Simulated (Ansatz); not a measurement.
Total energies of Sn₃H₆ from Ansatz at r2SCAN-D4/def2-TZVPD, gas phase (1 Eh = 27.2114 eV = 2625.5 kJ/mol). The reference geometry is relaxed at PBE0-D4/def2-SVP.

```
atom   x (Å)   y (Å)   z (Å)
 Sn1  -0.599   0.672   1.010
 Sn2  -0.146  -2.203  -0.624
 Sn3   1.437   0.207  -0.824
  H4  -1.085  -1.145   0.852
  H5  -0.414   0.595   2.716
  H6   1.283   1.391  -2.057
  H7   2.911   0.486   0.014
  H8  -2.133   1.341   0.637
  H9  -1.254  -1.343  -1.723
```

```
                 state   geometry  energy (Eh)
      charge 0 singlet  reference   -646.73070
     charge -1 doublet  reference   -646.75324
free Sn atom (triplet)          –   -214.33076
 free H atom (doublet)          –     -0.49993
```

In the def2 sets Sn takes a core potential; there is no spin–orbit coupling.

(1) Work out the vertical electron affinity, to the doublet.

(2) What is the binding energy per atom against free atoms?

(1) E(charge 0 singlet) − E(charge -1 doublet) = -646.73070 − (-646.75324) = 0.02254 Eh = 0.61 eV.

(2) Atoms: 3 × (-214.33076) + 6 × (-0.49993) = -645.99186 Eh. Binding: -645.99186 − (-646.73070) = 0.73884 Eh = 20.10 eV, or 2.23 eV for each of 9 atoms (no zero-point energy, no counterpoise term).

At r2SCAN-D4/def2-TZVPD the highest occupied level of the charge -1 doublet lies above zero (up to 1.16 eV). By energy differences its removal costs 0.61 eV (vertical, to the charge 0 singlet, at r2SCAN-D4/def2-TZVPD); a positive level beside a positive removal energy at the same level points to self-interaction error. 

The structure comes from a short search, and lower isomers may exist.
